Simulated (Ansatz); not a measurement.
```yaml
crystal:
  periodic: [false, false, false]
  atoms:
    - {symbol: F, position_ang: [-1.881254, 0.476020, 1.020952]}
    - {symbol: C, position_ang: [-1.155830, -0.274316, 0.148250]}
    - {symbol: F, position_ang: [-0.882363, -1.454191, 0.752600]}
    - {symbol: C, position_ang: [0.090192, 0.458646, -0.225669]}
    - {symbol: C, position_ang: [1.292047, -0.070230, -0.084208]}
    - {symbol: I, position_ang: [3.039948, 0.909740, -0.599204]}
    - {symbol: H, position_ang: [-1.798663, -0.481850, -0.715404]}
    - {symbol: H, position_ang: [-0.064034, 1.453065, -0.629987]}
    - {symbol: H, position_ang: [1.448557, -1.063183, 0.315571]}
basis:
  gaussian: {orbitals: def2-TZVPP}
total_charge: -3
magnetization: {spin_polarized: true, initial_magnetization: 1}
hamiltonian: {xc: {name: PBEsol}}
```

```sh
$ ansatz run in.yaml --threads 4 --pin off --events-out ev --progress --plain --max-ram 10444MiB
```

Shortened log:

```
Functional definition: PBEsol
1396 factors; their error is unknown
mean field evaluation 1: about -16537.5488 eV, gradient 1.5e2 eV
mean field evaluation 2: about -15661.3847 eV, gradient 3.8e2 eV
mean field evaluation 4: about -16420.6145 eV, gradient 1.7e2 eV
mean field evaluation 8: about -16633.3399 eV, gradient 1.3e1 eV
mean field evaluation 16: about -16634.5980 eV, gradient 1.0e-1 eV
mean field evaluation 32: about -16634.5718 eV, gradient 9.2e-4 eV
mean field evaluation 128: about -16634.5591 eV, gradient 2.5e-5 eV
mean field -16634.57183410 eV, -611.3092395853 hartree, gradient 1.0e-5 eV, S^2 0.969866; 10 other end points of the search recorded, 0 dependent functions left out
reference -16634.57186862 eV, -611.3092408540 hartree; 34, 33 occupied and 213, 214 virtual orbitals, 1396 factors
Total energy: -16634.57186862 eV, -611.3092408540 hartree
```

(1) Something in this input is off. What?

## Answers

(1) The charge is far from anything that the molecule holds. Self-consistency was reached. The result belongs to that input, not to the molecule as meant.
